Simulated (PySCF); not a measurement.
Species: C3H8Se.
Bonds: C1–C2, C2–C3, C3–Se4. Hydrogens: H5, H6, H7 on C1; H8, H9 on C2; H10, H11 on C3; H12 on Se4.

Method used: TDDFT PBE0/def2-SVPD, vertical, gas phase, core orbitals frozen in the response in PySCF. One conformer (not necessarily the lowest) at the PBE0-D3(BJ)/def2-SVP geometry, without solvent, vibrations or thermal averaging. Relativistic effects, spin–orbit coupling among them, are left out although an element past zinc is present. Torsions of this conformer, `[CH3:1][CH2:2][CH2:3][SeH:4]`: C1–C2–C3–Se4 -178°, H–Se4–C3–C2 -63°.

| state | E (eV) | ν̃ (cm⁻¹) | f | \|μ\| (D) | main configurations (H = HOMO, L = LUMO) |
| --- | --- | --- | --- | --- | --- |
| S1 | 4.84 | 39040 | 0.0040 | 0.47 | H→L (95%) |
| S2 | 5.58 | 44990 | 0.034 | 1.28 | H→L+1 (98%) |
| S3 | 6.48 | 52280 | 0.019 | 0.88 | H→L+3 (84%), H→L+2 (9%) |
| S4 | 6.56 | 52930 | 0.0039 | 0.40 | H→L+2 (71%), H→L+3 (15%) |
| S5 | 6.78 | 54650 | 0.023 | 0.96 | H→L+4 (88%), H→L+2 (10%) |
| S6 | 7.44 | 60000 | 0.077 | 1.65 | H→L+5 (91%) |
| S7 | 7.50 | 60460 | 0.068 | 1.55 | H→L+6 (78%), H-1→L (15%) |
| S8 | 7.59 | 61250 | 0.025 | 0.92 | H-1→L (68%), H→L+6 (17%), H→L+9 (9%) |
| S9 | 7.92 | 63880 | 0.026 | 0.93 | H→L+7 (92%) |
| S10 | 8.11 | 65400 | 0.085 | 1.66 | H-1→L+1 (45%), H→L+9 (44%) |

Triplets, Tamm–Dancoff:

```tsv
state	E (eV)	λ (nm)	main configurations (H = HOMO, L = LUMO)
T1	4.39	282.4	H→L (91%)
T2	5.11	242.4	H→L+1 (92%)
T3	6.30	196.7	H→L+2 (31%), H→L+3 (22%), H→L+5 (21%)
T4	6.47	191.7	H→L+3 (72%), H→L+2 (14%)
```

The lowest singlet comes at 256 nm (467 kJ/mol) in the ultraviolet; it is very weak; its leading configuration is HOMO→LUMO (95%). The most intense listed level is S10 at 8.11 eV (153 nm, f = 0.085), 3.27 eV above S1. It is the last of those listed, so stronger ones may follow. Löwdin shares by element: HOMO selenium 78%, carbon 10% or more, hydrogen 6% or more; LUMO selenium 54%, carbon 15% or more, hydrogen 13% or more (atoms not listed hold the other 17%). The listed states span 3.27 eV, and the widest gap between neighbours is 0.90 eV (S2 to S3). Orbital energies (eV): HOMO-3 -9.90, HOMO-2 -9.51, HOMO-1 -8.85, HOMO -6.47, LUMO -0.09, LUMO+1 0.42, LUMO+2 1.07. Weighted by f, the mean energy of these states is 7.34 eV. The vertical ionisation energy (ΔSCF) is 8.73 eV, 0.62 eV above S10. Singlets were solved by full linear response, triplets in the Tamm–Dancoff approximation.

The run took 26 s of wall time on one thread, x86-64 server, shared host.
